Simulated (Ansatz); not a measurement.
Relaxation of FH5OSi2 (9 atoms, charge 0, multiplicity 1), to a largest force component of 0.015 eV/Å in at most 40 steps.

These are results of Ansatz, RKS PBE-D4/6-31G*, not measurements.

```xyz
9
Properties=species:S:1:pos:R:3:forces:R:3
F -1.600 0.890 -1.319 -2.26 -0.31 -0.79
Si -0.183 1.296 -0.808 1.74 1.07 0.35
O 0.530 -0.089 -0.330 0.61 0.38 -0.30
Si 0.354 -1.303 0.752 -0.06 -1.92 -0.56
H 0.597 1.913 -1.926 0.01 -0.12 0.01
H -0.285 2.260 0.330 -0.11 -0.01 0.10
H 0.214 -0.846 2.122 -0.17 0.40 0.85
H 1.595 -2.154 0.644 -0.13 0.10 0.10
H -0.833 -2.198 0.358 0.37 0.40 0.25
```

Problem. Where does it end, and by what steps?

Solution. The run converged. The force dipped under the threshold on the way, but the program's further checks kept it going. After 11 steps the energy has fallen by 0.178 eV; F1 moved furthest, 0.33 Å.

| step | energy less start (eV) | largest force component (eV/Å) | accepted |
| --- | --- | --- | --- |
| 0 | 0.0000 | 2.260 | yes |
| 1 | -0.1257 | 1.257 | yes |
| 2 | -0.1709 | 0.177 | yes |
| 3 | -0.1739 | 0.223 | yes |
| 4 | -0.1764 | 0.030 | yes |
| 5 | -0.1769 | 0.014 | yes |
| 6 | -0.1772 | 0.051 | yes |
| 7 | -0.1774 | 0.044 | yes |
| 8 | -0.1775 | 0.028 | yes |
| 9 | -0.1776 | 0.023 | yes |
| 10 | -0.1776 | 0.015 | yes |
| 11 | -0.1777 | 0.007 | yes |

```xyz
9
Properties=species:S:1:pos:R:3
F -1.729 1.191 -1.285
Si -0.181 1.287 -0.817
O 0.423 -0.221 -0.515
Si 0.357 -1.360 0.712
H 0.612 1.873 -1.937
H -0.135 2.111 0.433
H 0.032 -0.705 2.024
H 1.696 -2.020 0.804
H -0.687 -2.389 0.404
```

Run time: 37 s on 1 thread of Arm Neoverse V1 (shared host), peak memory 0.14 GiB.
